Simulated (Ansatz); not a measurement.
Calculated with Ansatz (gas phase, PBE0-D4/def2-TZVP geometries, no zero-point term in ΔE). CCSD(T)/CBS adds triple-zeta CCSD(T) − MP2 to the extrapolated MP2 energy (def2 sets, frozen cores). DFT in def2-TZVPP. B3LYP here is the variant with VWN-RPA as its local correlation; programs differ in this. HSE06 is defined as in plane-wave codes. For Ge, Se outer-core shells are correlated without core-valence functions, which leaves a few kJ/mol of doubt a bond. Scalar relativity is left out up to krypton. One conformer a species, not always the lowest.

Consider the ligand exchange at the Si–Se bond: `Cl[SiH2][SeH]` + `[SH][GeH3]` → `Cl[SiH2][S][GeH3]` + H₂Se.

`Cl[SiH2][SeH]`:

Z-matrix (Å, degrees):
```
Si
Se 1 2.271
Cl 1 2.048 2 106.0
H 1 1.481 2 111.7 3 -118.0
H 1 1.481 2 111.8 3 118.0
H 2 1.471 1 91.4 3 179.2
```

`[SH][GeH3]`:

```xyz
6

S     0.769    0.707   -1.369
Ge   -0.414   -0.295    0.226
H     1.718    1.156   -0.533
H    -0.882    0.731    1.270
H     0.423   -1.388    0.909
H    -1.613   -0.910   -0.503
```

`Cl[SiH2][S][GeH3]`:

Z-matrix (Å, degrees):
```
Si
S 1 2.119
Cl 1 2.048 2 108.1
H 1 1.483 2 110.9 3 -118.8
H 1 1.481 2 111.6 3 118.4
Ge 2 2.233 1 95.3 3 166.7
H 6 1.534 2 109.6 1 -86.7
H 6 1.538 2 108.7 1 33.7
H 6 1.531 2 106.1 1 153.0
```

H₂Se:

```xyz
3

Se    0.227   -0.331    0.554
H    -0.324   -0.751   -0.738
H     0.098    1.082    0.184
```

```
             level  ΔE (kcal/mol)  difference from CCSD(T)/CBS
       LDA (SPW92)           -2.0                         -0.3
            PBE-D4           -1.6                          0.1
         revPBE-D4           -1.9                         -0.2
           BLYP-D4           -1.6                          0.1
         r2SCAN-D4           -1.7                          0.0
           PBE0-D4           -1.6                          0.1
        r2SCANh-D4           -1.7                          0.0
          HSE06-D4           -1.6                          0.1
          BHLYP-D4           -1.5                          0.2
      CAM-B3LYP-D4           -1.5                          0.2
           ωB97M-V           -1.8                         -0.1
            B2PLYP           -1.0                          0.7
          PBE-QIDH           -1.6                          0.1
               PBE           -0.8                          0.9
            revPBE           -0.3                          1.4
              BLYP            0.0                          1.7
              PBE0           -0.8                          0.9
             B3LYP           -0.2                          1.5
           r2SCANh           -1.4                          0.3
           r2SCAN0           -1.3                          0.4
             HSE06           -0.8                          0.9
             BHLYP           -0.4                          1.3
         CAM-B3LYP           -0.7                          1.0
           LC-ωPBE           -1.2                          0.5
RPA@PBE/def2-TZVPP           -1.6                          0.1
       HF/def2-SVP            0.0                          1.7
      MP2/def2-SVP           -1.9                         -0.2
     CCSD/def2-SVP           -1.6                          0.1
  CCSD(T)/def2-SVP           -1.9                         -0.2
     HF/def2-TZVPP            0.1                          1.8
    MP2/def2-TZVPP           -2.2                         -0.5
SCS-MP2/def2-TZVPP           -1.7                          0.0
   CCSD/def2-TZVPP           -1.4                          0.3
CCSD(T)/def2-TZVPP           -1.9                         -0.2
     HF/def2-QZVPP            0.1                          1.8
    MP2/def2-QZVPP           -2.1                         -0.4
SCS-MP2/def2-QZVPP           -1.7                          0.0
      HF/CBS(def2)            0.1                          1.8
     MP2/CBS(def2)           -2.0                         -0.3
    CCSD/CBS(def2)           -1.3                          0.4
       CCSD(T)/CBS           -1.7                            0
```

Largest T1 diagnostic among the species: 0.011.

Leaving LDA and LC-ωPBE aside and taking each functional with its dispersion term where it has one, the values, not all of them listed here, spread over 1.4 kcal/mol, from B97M-V to B2PLYP. LDA lies −1.2 kcal/mol from PBE without D4. The D4 term adds −1.3 kcal/mol with B3LYP and −0.8 kcal/mol with PBE0; it sums over pairs of atoms, weighted by their polarisabilities, and B3LYP, whose exchange is more repulsive, gets the larger term.
